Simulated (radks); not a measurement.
Valence configurations of Sm II (all share [Xe]). All-electron calculation, scalar-relativistic Kohn-Sham, r2SCAN, spin-polarised, spherical densities, finite nucleus; open shells are filled with parallel spins first (spin-orbit coupling, left out, can overturn this in heavy ions); meta-GGA in the generalised Kohn-Sham scheme; Fermi nuclear charge, rms radius 5.0819 fm. Program: a radial shooting solver on a logarithmic mesh with Libxc functionals. Energies are relative to 4f6 6s1; eigenvalues in eV for spin up.

| valence | E (eV) | moment (Bohr magnetons) | e(4f) | e(5d) | e(6p) | e(6s) |
|---|---|---|---|---|---|---|
| 4f6 6s1 | 0.000 | 7 | -9.889 | - | - | -8.916 |
| 4f7 | 1.153 | 7 | -3.749 | - | - | - |
| 4f5.5 5d0.5 6s1 | 1.741 | 7 | -12.696 | -8.234 | - | -9.342 |
| 4f6 6p1 | 3.198 | 7 | -11.102 | - | -6.204 | - |
| 4f5 5d1 6s1 | 4.536 | 7 | -15.689 | -9.031 | - | -9.704 |
| 4f5 6s2 | 5.599 | 5 | -18.254 | - | - | -10.144 |
| 4f5 6s1 6p1 | 7.960 | 7 | -19.180 | - | -7.388 | -11.291 |
| 4f4 5d2 6s1 | 13.620 | 7 | -22.116 | -10.602 | - | -10.297 |
| 4f4 6s1 6p2 | 24.160 | 7 | -29.599 | - | -8.913 | -13.443 |
| 4f2 5d2 6s1 6p2 | 64.360 | 7 | -44.748 | -18.903 | -9.387 | -14.543 |

NIST lists [Xe] 4f6 6s1 as the ground configuration; this level of theory agrees among the configurations tried. The energies are those of spherical high-spin densities, not of single terms.
